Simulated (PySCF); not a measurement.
**Al (aluminium, neutral): UHF calculation**

Configuration: [Ne] 3s1 3p2, high-spin 4P determinant (an excited configuration). Calculation: PySCF 2.14, in dyall-av3z (19s12p3d2f, 84 functions); scalar relativity by spin-free X2C-1e.

```
Total energy                                                  : -242.228557 hartree
One-electron energy                                           : -336.6457 hartree
Hartree (Coulomb) energy                                      : 112.6393 hartree
Exchange energy                                               : -18.2221 hartree
⟨S²⟩                                                          : 3.7501
⟨L²⟩                                                          : 2.023
Sum of ⟨r⟩                                                    : 13.91 bohr
Sum of ⟨r²⟩                                                   : 34.48 bohr²
Traceless quadrupole moment −½Σ⟨3z² − r²⟩ along its main axis : 5.19 e·bohr²
Langevin diamagnetic susceptibility                           : -27.3 ×10⁻⁶ cm³/mol
```

```tsv
shell	electrons	mean orbital energy (eV)	spread (eV)	rms radius, mean of both spins (bohr)
1s α	1	-1596.4	0	0.139
1s β	1	-1595.9	0	0.139
2s α	1	-135.39	0	0.676
2s β	1	-134.56	0	0.676
2p α	3	-88.936	0.230	0.673
2p β	3	-88.243	0.322	0.673
3s α	1	-14.211	0	2.73
3p α	2	-7.122	0	3.42
```

Densities and radii are taken from the X2C orbitals without a picture-change correction, which distorts them close to the nucleus.

Spin-orbit constants ζ (cm⁻¹) from the X2C one-electron operator on these orbitals: bare nucleus, nucleus screened by l(l+1)(2l+1)/3 electrons, and screened by the Breit-Pauli mean field of the electrons.

```json
{"shell": "2p", "bare": "2673", "screened nucleus": "2262", "mean field": "2077"}
{"shell": "3p", "bare": "99.96", "screened nucleus": "84.58", "mean field": "75.89"}
```

To first order the Landé constant is A = 25.30 cm⁻¹, so the lowest level has J = 1/2 and lies 0.00784 eV below the centre of the term. This holds in LS coupling only.
